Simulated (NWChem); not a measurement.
Program: NWChem. System: H6FNSi2, charge 0, spin multiplicity 1, at a geometry optimised with B3LYP/def2-SVP. The structure started from a generated list of species. Level: MP2/def2-TZVP, 12 core orbitals frozen.

Part of the output:

```
             Northwest Computational Chemistry Package (NWChem) 7.3.0
             --------------------------------------------------------

                                NWChem Input Module
                                -------------------

 Scaling coordinates for geometry "geometry" by  1.889725989
 (inverse scale =  0.529177249)

                             Geometry "geometry" -> ""
                             -------------------------

 Output coordinates in angstroms (scale by  1.889725989 to convert to a.u.)

  No.       Tag          Charge          X              Y              Z
 ---- ---------------- ---------- -------------- -------------- --------------
    1 N                    7.0000     1.59254400     0.79798000     0.68378000
    2 Si                  14.0000     0.55885700    -0.38013500    -0.01965700
    3 F                    9.0000     0.66041200    -0.45230500    -1.65817600
    4 Si                  14.0000    -1.67257400     0.15929500     0.48188400
    5 H                    1.0000     2.58752300     0.62730500     0.79900900
    6 H                    1.0000     1.39716300     1.79143100     0.60660200
    7 H                    1.0000     1.00657200    -1.71059600     0.47239300
    8 H                    1.0000    -2.62293800    -0.70140400    -0.28150800
    9 H                    1.0000    -1.93569000     1.58761900     0.12745100
   10 H                    1.0000    -1.93210300    -0.01771000     1.94199700

 Effective nuclear repulsion energy (a.u.)     224.4969854401

            Nuclear Dipole moment (a.u.)
            ----------------------------
        X                 Y               Z
 ---------------- ---------------- ----------------
     0.0000094486    -0.0000000000    -0.0000037795


 Summary of "ao basis" -> "" (spherical)
 ------------------------------------------------------------------------------
       Tag                 Description            Shells   Functions and Types
 ---------------- ------------------------------  ------  ---------------------
 *                         def2-tzvp                  on all atoms

 Summary of "ao basis" -> "ao basis" (spherical)
 ------------------------------------------------------------------------------
       Tag                 Description            Shells   Functions and Types
 ---------------- ------------------------------  ------  ---------------------
 N                         def2-tzvp                11       31   5s3p2d1f
 Si                        def2-tzvp                13       37   5s5p2d1f
 F                         def2-tzvp                11       31   5s3p2d1f
 H                         def2-tzvp                 4        6   3s1p

                                 NWChem SCF Module
                                 -----------------

  ao basis        = "ao basis"
  functions       =   172
  atoms           =    10
  closed shells   =    25
  open shells     =     0
  charge          =   0.00
  wavefunction    = RHF
  use symmetry    = F
  symmetry adapt  = F

 Summary of "ao basis" -> "ao basis" (spherical)
 ------------------------------------------------------------------------------
       Tag                 Description            Shells   Functions and Types
 ---------------- ------------------------------  ------  ---------------------
 N                         def2-tzvp                11       31   5s3p2d1f
 Si                        def2-tzvp                13       37   5s5p2d1f
 F                         def2-tzvp                11       31   5s3p2d1f
 H                         def2-tzvp                 4        6   3s1p

 Forming initial guess at       0.1s

      Superposition of Atomic Density Guess
      -------------------------------------

 Sum of atomic energies:        -734.39930639

      Non-variational initial energy
      ------------------------------

 Total energy =    -735.657933
 1-e energy   =   -1463.635203
 2-e energy   =     503.480284
 HOMO         =      -0.322629
 LUMO         =       0.026001

 Starting SCF solution at       5.2s

 ----------------------------------------------
         Quadratically convergent ROHF

 Convergence threshold     :          1.000E-07
 Maximum no. of iterations :          100
[...]
  ----- ------------  ---------------      ----- ------------  ---------------
     8      0.363990   1 N  pz               11      0.351867   1 N  pz
    14      0.300010   1 N  pz

 Vector   25  Occ=2.000000D+00  E=-4.072480D-01
              MO Center= -4.2D-01, -1.0D-01,  2.7D-01, r^2= 3.2D+00
   Bfn.  Coefficient  Atom+Function         Bfn.  Coefficient  Atom+Function
  ----- ------------  ---------------      ----- ------------  ---------------
   114      0.298064   4 Si px               46     -0.259557   2 Si px

 Vector   26  Occ=0.000000D+00  E= 1.039071D-01
              MO Center=  5.8D-01,  2.8D-01,  4.0D-01, r^2= 7.7D+00
   Bfn.  Coefficient  Atom+Function         Bfn.  Coefficient  Atom+Function
  ----- ------------  ---------------      ----- ------------  ---------------
     5      1.489820   1 N  s                49     -0.897812   2 Si px
   117     -0.726293   4 Si px              139     -0.698412   5 H  s
   104     -0.668551   4 Si s               145     -0.644477   6 H  s
   118     -0.560621   4 Si py              163      0.538309   9 H  s
   157     -0.522321   8 H  s                36      0.470402   2 Si s

 Vector   27  Occ=0.000000D+00  E= 1.252918D-01
              MO Center= -4.2D-01,  4.8D-02,  2.2D-01, r^2= 6.5D+00
   Bfn.  Coefficient  Atom+Function         Bfn.  Coefficient  Atom+Function
  ----- ------------  ---------------      ----- ------------  ---------------
     5      1.117187   1 N  s               119     -1.017507   4 Si pz
    36     -0.800820   2 Si s               104      0.803078   4 Si s
   169      0.785201  10 H  s                51     -0.661609   2 Si pz
   163     -0.568751   9 H  s               157     -0.563212   8 H  s
   145     -0.474818   6 H  s               139     -0.363623   5 H  s

 Vector   28  Occ=0.000000D+00  E= 1.402609D-01
              MO Center= -2.1D+00, -2.4D-02,  6.1D-01, r^2= 7.2D+00
   Bfn.  Coefficient  Atom+Function         Bfn.  Coefficient  Atom+Function
  ----- ------------  ---------------      ----- ------------  ---------------
    36      3.011933   2 Si s               117     -2.076307   4 Si px
   104     -1.483337   4 Si s                49     -1.168361   2 Si px
   118      1.042758   4 Si py              163     -0.809590   9 H  s
    50      0.547960   2 Si py                5     -0.542416   1 N  s
    51      0.424661   2 Si pz               46     -0.308213   2 Si px

 center of mass
 --------------
 x =   0.04331720 y =  -0.03994873 z =  -0.10545113

 moments of inertia (a.u.)
 ------------------
         347.329001245070           0.058904685155         100.560963488185
           0.058904685155         803.826061547458         -90.305913956764
         100.560963488185         -90.305913956764         650.263027462066

  Mulliken analysis of the total density
  --------------------------------------

    Atom       Charge   Shell Charges
 -----------   ------   -------------------------------------------------------
    1 N    7     7.75   0.82  1.16  0.50  0.82  0.19  1.51  1.82  0.89  0.00  0.02  0.00
    2 Si  14    13.22   2.00  0.58  1.39  0.76  0.28  4.12  1.73  0.52  1.10  0.17  0.23  0.25  0.09
    3 F    9     9.44   0.77  1.20  0.59  1.01  0.35  2.24  2.30  0.97  0.00  0.01  0.00
    4 Si  14    13.90   2.00  0.58  1.39  0.81  0.48  4.12  1.73  0.52  1.56  0.43  0.11  0.15  0.02
    5 H    1     0.74   0.25  0.40  0.05  0.04
    6 H    1     0.74   0.25  0.40  0.05  0.04
    7 H    1     1.07   0.24  0.56  0.26  0.01
    8 H    1     1.04   0.24  0.56  0.23  0.01
    9 H    1     1.05   0.24  0.56  0.24  0.01
   10 H    1     1.04   0.24  0.56  0.24  0.01

       Multipole analysis of the density wrt the origin
       ------------------------------------------------

     L   x y z        total         open         nuclear
     -   - - -        -----         ----         -------
     0   0 0 0     -0.000000      0.000000     50.000000

     1   1 0 0      0.358393      0.000000      0.000009
     1   0 1 0      0.374518      0.000000     -0.000000
     1   0 0 1      0.554805      0.000000     -0.000004

     2   2 0 0    -27.764970      0.000000    318.669167
     2   1 1 0      1.456913      0.000000      2.529005
     2   1 0 1      1.493020      0.000000    -48.354594
     2   0 2 0    -28.425996      0.000000     65.059788
     2   0 1 1     -0.483047      0.000000     46.045387
     2   0 0 2    -34.326007      0.000000    129.885230

                   NWChem MP2 Semi-direct Energy/Gradient Module
                   ---------------------------------------------

  Basis functions       =    172
  Molecular orbitals    =    172
  Frozen core           =     12
  Frozen virtuals       =      0
  Active alpha occupied =     13
  Active beta occupied  =     13
  Active alpha virtual  =    147
  Active beta virtual   =    147
  Use MO symmetry       = F
  Use skeleton AO sym   = F

  AO/Fock/Back tols     =   1.0D-09  1.0D-09  1.0D-09

 GA uses MA = F    GA memory limited = T

 Available:
  local mem=  1.15D+08
 global mem=  1.31D+08
 local disk=  0.00D+00
  mp2_memr nvloc                   147
  nvloc new                   147
   1 passes of  13:        5242880                     155863                  89578267.
   1 passes of  13: M    114679064           G      131012832           F     109436184.

 Semi-direct pass number   1 of   1  for RHF alpha+beta  at       61.9s
  vrange nnbf                 13779
  mp2_eaftype                   341  avail_ma_in_mb                   999
 EAF : mp2_eaftype filesize         341   44789133.
  mp2_eaf for mointskh                    341
Node 0 wrote    210.7 Mb in      0.1 s     Agg I/O rate:  2034.9 Mb/s
 Done moints_semi at       81.5s
  mp2_eaftype                   341  avail_ma_in_mb                   658
 EAF : mp2_eaftype filesize         341   44789133.
  mp2_eaf for kh                   341
 Done maket at       82.7s
 Done multipass loop at       82.7s

          -------------------------------------------
          SCF energy                -735.432317535807
          Correlation energy          -0.695400594188
          Singlet pairs               -0.460060626228
          Triplet pairs               -0.235339967960
          Total MP2 energy          -736.127718129995
          -------------------------------------------

          ---------------------------------------------------
                    Spin Component Scaled (SCS) MP2
          Same spin pairs                     -0.156893311973
          Same spin scaling factor             0.333333333333
          Opposite spin pairs                 -0.538507282214
          Opposite spin scaling fact.          1.200000000000
          SCS-MP2 correlation energy          -0.698506509315
          Total SCS-MP2 energy              -736.130824045122
          ---------------------------------------------------

 -----------------------
 Performance information
 -----------------------

 Timer overhead =  2.37D-07 seconds/call

               Nr. of calls         CPU time (s)                 Wall time (s)                GFlops
             ---------------    -------------------     ------------------------------   -------------------
Name         Min   Avg   Max    Min     Avg     Max     Min     Avg     Max   Mx/calls   Min     Max     Sum
mp2: moin     1     1     1    20.     20.     20.      20.     20.     20.     20.      0.0     0.0     0.0
mp2: make     1     1     1    1.2     1.2     1.2      1.2     1.2     1.2     1.2      0.0     0.0     0.0
mp2: tota     1     1     1    21.     21.     21.      21.     21.     21.     21.      0.0     0.0     0.0

 The average no. of pstat calls per process was 3.00D+00
 with a timing overhead of 7.10D-07s

 Task  times  cpu:       82.7s     wall:       82.7s

 Total times  cpu:       82.7s     wall:       82.7s
```

Task: Write an NWChem input that would produce this output.

Result: Several could match; the one computed here: 
```
start mol
memory heap 200 mb stack 800 mb global 1000 mb
geometry units angstroms nocenter noautoz noautosym
  N      1.592544     0.797980     0.683780
  Si     0.558857    -0.380135    -0.019657
  F      0.660412    -0.452305    -1.658176
  Si    -1.672574     0.159295     0.481884
  H      2.587523     0.627305     0.799009
  H      1.397163     1.791431     0.606602
  H      1.006572    -1.710596     0.472393
  H     -2.622938    -0.701404    -0.281508
  H     -1.935690     1.587619     0.127451
  H     -1.932103    -0.017710     1.941997
end
basis spherical
  * library def2-tzvp
end
scf
  rhf
  nopen 0
  maxiter 100
  thresh 1e-7
  semidirect memsize 60000000 filesize 0
end
mp2
  freeze core 12
end
task mp2 energy
```
